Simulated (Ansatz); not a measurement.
C2H6O3Si, SMILES `O=C[SiH](O)CO` from Hartree–Fock to CCSD(T)

| atom | x (Å) | y (Å) | z (Å) |
| --- | --- | --- | --- |
| O1 | -1.9176 | -1.4864 | 0.9123 |
| C2 | -1.2494 | -0.5321 | 1.2412 |
| Si3 | -0.4999 | 0.5487 | -0.1629 |
| O4 | -0.9122 | -0.2851 | -1.5181 |
| C5 | 1.3761 | 0.6141 | -0.0901 |
| O6 | 1.9230 | -0.6827 | -0.2735 |
| H7 | -1.1025 | -0.3222 | 2.3250 |
| H8 | -1.1003 | 1.9108 | -0.1056 |
| H9 | -1.5253 | -1.0058 | -1.3266 |
| H10 | 1.7101 | 0.9696 | 0.8897 |
| H11 | 1.7694 | 1.3311 | -0.8257 |
| H12 | 1.5285 | -1.0602 | -1.0658 |

Total charge 0; spin multiplicity 1. Geometry: relaxed with PBE0-D4/def2-TZVP. It is one conformer, not always the lowest. Frozen core, restricted reference, Ansatz. CBS rows extrapolate triple and quadruple zeta; past MP2 they add the triple-zeta difference.

```csv
basis,HF (Eh),MP2 corr.
def2-TZVPP,-592.91404,-1.15523
def2-QZVPP,-592.93741,-1.24413
```

Task: Estimate the CCSD correlation energy and the (T) correction in each basis where they were run (hartree).

Result: 
| basis | CCSD corr. | (T) |
| --- | --- | --- |
| def2-TZVPP | -1.18745 | -0.04712 |
| CBS(def2) | -1.34219 | as TZ |
